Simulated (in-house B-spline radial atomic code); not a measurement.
Orbital energies and mean radii along the 34-electron series, configuration 1s2 2s2 2p6 3s2 3p6 3d10 4s2 4p1/2(2) 4p3/2(2). The effective charge is n√(-2ε), a non-relativistic measure. Computed with a B-spline radial code for spherical atoms: Dirac-Hartree-Fock, jj configuration that fills j = l - 1/2 first, finite nuclei.

```json
{"ion": "Pm27+", "Z": "61", "energy of 4p3/2 (Eh)": "-36.713", "mean radius of 4p3/2 (bohr)": "0.55796", "energy of 3s1/2 (Eh)": "-93.728", "mean radius of 3s1/2 (bohr)": "0.25619", "energy of 3d3/2 (Eh)": "-71.827", "mean radius of 3d3/2 (bohr)": "0.2294", "effective charge of 4p3/2": "34.276"}
{"ion": "Sm28+", "Z": "62", "energy of 4p3/2 (Eh)": "-38.981", "mean radius of 4p3/2 (bohr)": "0.54394", "energy of 3s1/2 (Eh)": "-98.727", "mean radius of 3s1/2 (bohr)": "0.25066", "energy of 3d3/2 (Eh)": "-76.018", "mean radius of 3d3/2 (bohr)": "0.22419", "effective charge of 4p3/2": "35.318"}
{"ion": "Eu29+", "Z": "63", "energy of 4p3/2 (Eh)": "-41.314", "mean radius of 4p3/2 (bohr)": "0.53061", "energy of 3s1/2 (Eh)": "-103.87", "mean radius of 3s1/2 (bohr)": "0.24533", "energy of 3d3/2 (Eh)": "-80.325", "mean radius of 3d3/2 (bohr)": "0.21921", "effective charge of 4p3/2": "36.36"}
{"ion": "Gd30+", "Z": "64", "energy of 4p3/2 (Eh)": "-43.712", "mean radius of 4p3/2 (bohr)": "0.51792", "energy of 3s1/2 (Eh)": "-109.16", "mean radius of 3s1/2 (bohr)": "0.24019", "energy of 3d3/2 (Eh)": "-84.748", "mean radius of 3d3/2 (bohr)": "0.21444", "effective charge of 4p3/2": "37.4"}
{"ion": "Tb31+", "Z": "65", "energy of 4p3/2 (Eh)": "-46.177", "mean radius of 4p3/2 (bohr)": "0.50582", "energy of 3s1/2 (Eh)": "-114.59", "mean radius of 3s1/2 (bohr)": "0.23522", "energy of 3d3/2 (Eh)": "-89.287", "mean radius of 3d3/2 (bohr)": "0.20987", "effective charge of 4p3/2": "38.44"}
{"ion": "Dy32+", "Z": "66", "energy of 4p3/2 (Eh)": "-48.707", "mean radius of 4p3/2 (bohr)": "0.49426", "energy of 3s1/2 (Eh)": "-120.16", "mean radius of 3s1/2 (bohr)": "0.23043", "energy of 3d3/2 (Eh)": "-93.943", "mean radius of 3d3/2 (bohr)": "0.20548", "effective charge of 4p3/2": "39.479"}
{"ion": "Ho33+", "Z": "67", "energy of 4p3/2 (Eh)": "-51.302", "mean radius of 4p3/2 (bohr)": "0.48323", "energy of 3s1/2 (Eh)": "-125.89", "mean radius of 3s1/2 (bohr)": "0.2258", "energy of 3d3/2 (Eh)": "-98.716", "mean radius of 3d3/2 (bohr)": "0.20126", "effective charge of 4p3/2": "40.518"}
{"ion": "Er34+", "Z": "68", "energy of 4p3/2 (Eh)": "-53.964", "mean radius of 4p3/2 (bohr)": "0.47267", "energy of 3s1/2 (Eh)": "-131.77", "mean radius of 3s1/2 (bohr)": "0.22132", "energy of 3d3/2 (Eh)": "-103.61", "mean radius of 3d3/2 (bohr)": "0.19721", "effective charge of 4p3/2": "41.556"}
{"ion": "Tm35+", "Z": "69", "energy of 4p3/2 (Eh)": "-56.692", "mean radius of 4p3/2 (bohr)": "0.46255", "energy of 3s1/2 (Eh)": "-137.8", "mean radius of 3s1/2 (bohr)": "0.21699", "energy of 3d3/2 (Eh)": "-108.61", "mean radius of 3d3/2 (bohr)": "0.19331", "effective charge of 4p3/2": "42.593"}
{"ion": "Yb36+", "Z": "70", "energy of 4p3/2 (Eh)": "-59.487", "mean radius of 4p3/2 (bohr)": "0.45286", "energy of 3s1/2 (Eh)": "-143.98", "mean radius of 3s1/2 (bohr)": "0.21279", "energy of 3d3/2 (Eh)": "-113.74", "mean radius of 3d3/2 (bohr)": "0.18955", "effective charge of 4p3/2": "43.63"}
{"ion": "Lu37+", "Z": "71", "energy of 4p3/2 (Eh)": "-62.347", "mean radius of 4p3/2 (bohr)": "0.44355", "energy of 3s1/2 (Eh)": "-150.32", "mean radius of 3s1/2 (bohr)": "0.20873", "energy of 3d3/2 (Eh)": "-118.98", "mean radius of 3d3/2 (bohr)": "0.18593", "effective charge of 4p3/2": "44.667"}
{"ion": "Hf38+", "Z": "72", "energy of 4p3/2 (Eh)": "-65.275", "mean radius of 4p3/2 (bohr)": "0.43462", "energy of 3s1/2 (Eh)": "-156.82", "mean radius of 3s1/2 (bohr)": "0.20478", "energy of 3d3/2 (Eh)": "-124.34", "mean radius of 3d3/2 (bohr)": "0.18244", "effective charge of 4p3/2": "45.703"}
```

(1) How does the screening of 4p3/2 change?

Answers

(1) Z less the effective charge goes from 26.72 at Z = 61 to 26.30 at Z = 72.
